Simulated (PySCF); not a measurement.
**A small calculation by hand: dipole moment from atomic charges**

Zn(OMe)(NH2) (CH5NOZn), SMILES C[O][Zn][NH2]. Atoms are numbered in the order given.

```xyz
9

Zn     0.0568    -0.4087     0.0000
O      0.5070     1.3049     0.0000
C     -0.3504     2.3927     0.0000
H     -1.0132     2.4415    -0.8906
H      0.2371     3.3306     0.0000
H     -1.0132     2.4415     0.8906
N     -0.1097    -2.2134     0.0000
H     -0.5504    -2.6278     0.8181
H     -0.5504    -2.6278    -0.8181
```
Charge 0, spin multiplicity 1.

Coordinates come from a PBE0-D3(BJ)/def2-SVP optimisation. The structure was generated by enumeration; whether it is a known compound was not checked. Other conformers were not sampled.

Charges (e) from PBE/def2-TZVP run with PySCF:

```csv
atom,IAO,ESP fit
Zn1,1.328,0.743
O2,-0.875,-0.348
C3,-0.197,-0.526
H4,0.111,0.138
H5,0.133,0.200
H6,0.111,0.138
N7,-1.124,-0.944
H8,0.256,0.300
H9,0.256,0.300
```

The dipole moment of the full density is 2.07 D.

Problem. What dipole moment does each set of point charges give, and which comes closer to that of the density?

Solution. 
μ = Σ q r, and 1 e Å = 4.8032 D.
IAO: Σ q r = (-0.651, -0.028, 0.000) e Å, |μ| = 3.13 D.
ESP fit: Σ q r = (-0.409, -0.164, 0.000) e Å, |μ| = 2.12 D.
ESP fit comes closer in size. Point charges leave out the atoms' own dipoles (lone pairs, polarised bonds); fits to the potential absorb them, partitions of the density don't.
